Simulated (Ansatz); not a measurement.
Frontier orbitals of CH4AlIn (`[CH2]1[AlH][InH]1`).

```xyz
7

C    -0.459   -0.771    0.144
Al    1.193   -0.192    0.813
In    0.122    1.361   -0.891
H    -0.565   -1.034   -0.920
H    -1.250   -1.282    0.697
H     1.946   -0.099    2.203
H    -0.988    2.016   -2.046
```

Total charge 0; spin multiplicity 1. Correlated methods include outer-core shells of In, which these sets cover unevenly. In takes the def2 core potential. The geometry is a stationary point of PBE0-D4/def2-TZVP. Basis def2-TZVPP, the Gaussian-basis code of Ansatz.

Orbital energies of one run (eV). Highest occupied ones, from the top: -5.03, -5.99, -8.05, -9.18, -10.02, -10.83, -16.97, -19.33, -19.44, -19.46, -19.58, -19.66, -71.39, -71.53. Empty: -2.83, -1.85, -0.92, -0.74, 0.36, 1.01.

Task: Which functional gave them?
A. r2SCAN0
B. B97M-V
C. ωB97X-V
D. PBE0

Result: B. HOMO energies: B97M-V -5.03, PBE0 -5.71, ωB97X-V -7.68, r2SCAN0 -5.83 eV.
